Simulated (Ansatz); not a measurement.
Rb₃, relaxed as a doublet with UKS B3LYP/def2-TZVP in Ansatz, starting from the GFN2-xTB geometry. Force threshold 0.02 eV/Å.

In the def2 sets Rb takes a core potential; there is no spin–orbit coupling. The structure comes from a short search, and lower isomers may exist.

Start:

```xyz
3

Rb    0.4325   -3.0261    1.1838
Rb    0.1587   -0.1800   -1.5800
Rb   -0.5912    3.2061    0.3962
```

| step | energy (eV) | largest force component (eV/Å) | SCF passes |
| --- | --- | --- | --- |
| 1 | -1967.7578 | 0.275 | 35 |
| 2 | -1967.7738 | 0.249 | 39 |
| 3 | -1967.8547 | 0.065 | 38 |
| 4 | -1967.8560 | 0.056 | 41 |
| 5 | -1967.8621 | 0.017 | 40 |
| 6 | -1967.8628 | 0.003 | 42 |

Force components are those of the run's own axes.

End:

Cartesian coordinates in Å:
```
Rb 0.4653 -3.2990 1.3676
Rb 0.1869 -0.2070 -1.8705
Rb -0.6521 3.5060 0.5029
```

By distances, no bond broke or formed. The bond that changes most is Rb1–Rb2, from 3.98 to 4.49 Å (atoms count from 1).

The force fell under the threshold at step 5, but the optimiser went on. No frequencies were taken in this run, so the end may be a saddle point.

Run time 23 s (4 threads of Arm Neoverse V1 on a shared host).
